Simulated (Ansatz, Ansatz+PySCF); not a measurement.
```xyz
2

B     0.0000    0.0000    0.0000
N     0.0000    0.0000    1.6400
```

Basis set: def2-SVP (spherical functions). Frozen core: 2 orbitals. Charge 0, multiplicity 1.

Computed with Ansatz (development build ahead of 0.2.0); each method stands on the lowest determinant of its kind that the runs found. Restricted open shells among the atoms or ions are ROHF, correlated in semicanonical orbitals with singles.

Question: Give the atomization energy at this shape (free ground-state atoms in the same class of orbitals less the molecule, no zero-point energy) of singlet BN by UHF-MP2, RHF-MP2, RHF, UHF.

Answer:

```
 method  atomization energy
UHF-MP2             1.86 eV
RHF-MP2             0.55 eV
    RHF            -0.99 eV
    UHF             1.02 eV
```

Caution for UHF-MP2, RHF-MP2: bonds are stretched, where a single reference can fail. Caution for UHF-MP2, UHF: the unrestricted determinant is a mixture of spin states. Caution for RHF-MP2, RHF: an unrestricted determinant lies well below. Caution for RHF-MP2: other determinants can give a lower correlated total.
